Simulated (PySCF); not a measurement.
L and K shells in `C[Si](C)(C)O`

C3H10OSi.
Numbering: `[CH3:1][Si:2]([CH3:3])([CH3:4])[OH:5]`

Theory: PySCF, delta-SCF UKS SCAN, pcX-2 on the ionised atom, pcseg-1 elsewhere, spin-free X2C. Each binding energy is the total energy of the core-ionised species, with the hole localised on one atom, minus that of the ground state; both are solved self-consistently, so orbital relaxation is included. Spin–orbit and ligand-field terms were added within each 2p shell after the spin-free SCF. The splitting includes the ligand field, and 2p3/2 is the mean of two sublevels.

Give the 2p3/2 and 2p1/2 binding energies and the splitting.

| atom | environment | 2p3/2 (eV) | 2p1/2 (eV) | splitting (eV) | mean of the shell (eV) |
| --- | --- | --- | --- | --- | --- |
| Si2 | oxygen-bound silicon | 106.51 | 107.13 | 0.62 | 106.71 |

What are the 1s binding energies of the same atoms?

Si2 1846.44 eV.

Which Kα1 and Kα2 emission energies and wavelengths follow?

The photon carries the difference of the 1s-hole and 2p-hole states, both at the ground state's geometry; λ = 12398.42 eV Å/E.

| atom | Kα1 (eV) | Kα2 (eV) | λ(Kα1) (Å) | λ(Kα2) (Å) |
| --- | --- | --- | --- | --- |
| Si2 | 1739.93 | 1739.31 | 7.1258 | 7.1284 |

And the 1s levels of the other atoms?

C1/C3/C4 (Si-methyl carbon) 289.98 eV; O5 (silanol oxygen) 538.02 eV.

Topologically equivalent atoms share the value of their first member; where this conformer doesn't relate them by symmetry, their own values could differ. Geometry: PBE0-D3(BJ)/def2-SVP; no solvent, vibrations or thermal averaging.

Shape of the structure used: `[CH3:1][Si:2]([CH3:3])([CH3:4])[OH:5]`: H–O5–Si2–C1 -60°.
